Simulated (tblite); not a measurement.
A tight-binding relaxation on `CB[CH]BNC` [radical].

Computed with GFN2-xTB geometry optimisation, gas phase (tblite 0.8.0). Start geometry: from a force field or distance geometry. A driver script takes a list of jobs; this job's settings line and coordinates (Å) are shown.

Command:
```bash
OMP_NUM_THREADS=1 python probes_run.py task.json out
```

Input:
```
{"job": {"kind": "relax", "xc": "GFN2-xTB", "basis": "xTB"}, "charge": 0, "multiplicity": 2}
C      2.501300     0.900600     0.777600
B      1.539500     0.011800    -0.133300
C      0.729700    -1.187300     0.531500
B     -0.839100    -0.883700     0.441600
N     -1.550000    -0.855600    -0.896100
C     -2.168500     0.456500    -1.109200
H      1.895800     1.389900     1.575000
H      3.285000     0.273000     1.240600
H      2.975400     1.682900     0.154800
H      1.426700     0.242400    -1.272000
H      0.954400    -2.140800     0.014500
H     -1.453100    -0.724700     1.449600
H     -2.318600    -1.564900    -0.857900
H     -2.912800     0.675300    -0.318900
H     -2.682700     0.477700    -2.087700
H     -1.390600     1.255900    -1.109200
```

Output:
```
step      E/eV     max force
  0    -456.63668    2.725
  1    -456.83005    1.857
  2    -456.96342    0.629
  3    -456.98813    0.491
  4    -457.00882    0.291
  5    -457.01666    0.384
  6    -457.03631    0.450
  7    -457.04778    0.329
  8    -457.06091    0.339
  9    -457.07744    0.417
... (128 lines left out)
138    -458.74199    0.049
139    -458.74223    0.052
140    -458.74252    0.046
141    -458.74276    0.031
142    -458.74292    0.026
143    -458.74301    0.023
144    -458.74308    0.018
145    -458.74312    0.014
146    -458.74315    0.010
147    -458.74316    0.007
```

«max force» is the largest atomic force in eV/Å.

Task: From which step on does the largest force stay under 0.1 eV/Å, and how much energy is left to gain from there?

Result: From step 119 (0.053 eV/Å), 7.0 meV above the end.

Main results: energy lowered by 48.6 kcal/mol over 147 steps; largest atomic force 0.007 eV/Å at the end.

Task: Where do the atoms end?

Result: 1.316 Å rms from the input after alignment:
```
atom  x, y, z in Å
C1     2.4943    0.4693    1.3013
B2     2.2078   -0.3607   -0.0202
C3     0.8139   -0.7534   -0.4406
B4    -0.4676    0.0760   -0.2896
N5    -1.6467   -0.3924   -0.8733
C6    -2.9487    0.2198   -0.8463
H7     1.6577    0.4941    1.9933
H8     3.3716    0.1136    1.8377
H9     2.7087    1.4973    1.0084
H10    3.1305   -0.6362   -0.7015
H11    0.6994   -1.7076   -0.9514
H12   -0.5070    1.0931    0.2943
H13   -1.6409   -1.2566   -1.3981
H14   -2.9031    1.1349   -0.2600
H15   -3.6885   -0.4500   -0.3956
H16   -3.2890    0.4676   -1.8574
```

Task: Estimate the wall time. Hardware: one thread, Intel Xeon at 2.50 GHz (x86_64), shared host with 64 logical CPUs at a one-minute load of 62.

Result: About 2.0 s.
Labels such as C1 count atoms from 1, the log's own numbers from 0.
